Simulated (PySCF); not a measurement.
PySCF job for C₅H₇F, SMILES C=CC/C=C\F, C-PCM-M06-2X/def2-SVP. Geometry: B3LYP-D3(BJ)/def2-SVP. The structure was generated by enumeration; whether it is a known compound was not checked. One conformer was computed; it need not be the lowest.

```python
import numpy as np
from pyscf import gto, scf, dft
from pyscf.solvent import pcm

mol = gto.M(
    atom='''
    C    -2.77598343   -0.08537639    0.73782383
    C    -1.65103020   -0.27041128    0.04310011
    C    -0.43368424    0.61645556    0.11240907
    C     0.77701395   -0.12019378    0.62184711
    C     1.89458238   -0.32727387   -0.07172218
    F     2.06326760    0.13090486   -1.32304585
    H    -2.89245953    0.76256173    1.42142596
    H    -3.62453602   -0.76884241    0.64685983
    H    -1.56749507   -1.13485282   -0.62740523
    H    -0.64868005    1.47675799    0.77016945
    H    -0.20841370    1.02032833   -0.88830089
    H     0.73639037   -0.54256067    1.63001715
    H     2.77039487   -0.87073734    0.29389887
    ''',
    basis='def2-SVP',
    charge=0,
    spin=0,
    max_memory=1600,
    verbose=3,
)
mf = dft.RKS(mol, xc='m06-2x').density_fit(auxbasis='def2-universal-jkfit')
mf.grids.level = 4
mf.conv_tol = 1e-9
mf.max_cycle = 100
mf.kernel()
res = {}
for name, eps in {'water': 78.355, 'dichloromethane': 8.93, 'N,N-dimethylformamide': 37.219}.items():
    s = mf.PCM()
    s.with_solvent.method, s.with_solvent.eps, s.with_solvent.lebedev_order = 'C-PCM', eps, 29
    s.kernel(mf.make_rdm1())
    res[name] = (s.e_tot, eps, s.dip_moment(), s.mo_energy, s.converged)
    print(f'{name}: electrostatic solvation free energy {(s.e_tot - mf.e_tot) * 627.509474:.3f} kcal/mol')
```

It prints:

```
converged SCF energy = -294.17819278478

WARN: PCM is an experimental feature. It is still in testing.
Features and APIs may be changed in the future.

converged SCF energy = -294.182683039398
Dipole moment(X, Y, Z, Debye): -0.06109, -0.45508,  1.44613
water: electrostatic solvation free energy -2.818 kcal/mol

WARN: PCM is an experimental feature. It is still in testing.
Features and APIs may be changed in the future.

converged SCF energy = -294.182194189336
Dipole moment(X, Y, Z, Debye): -0.06209, -0.44827,  1.41090
dichloromethane: electrostatic solvation free energy -2.511 kcal/mol

WARN: PCM is an experimental feature. It is still in testing.
Features and APIs may be changed in the future.

converged SCF energy = -294.182612956486
Dipole moment(X, Y, Z, Debye): -0.06121, -0.45410,  1.44099
N,N-dimethylformamide: electrostatic solvation free energy -2.774 kcal/mol
```

The run converged.
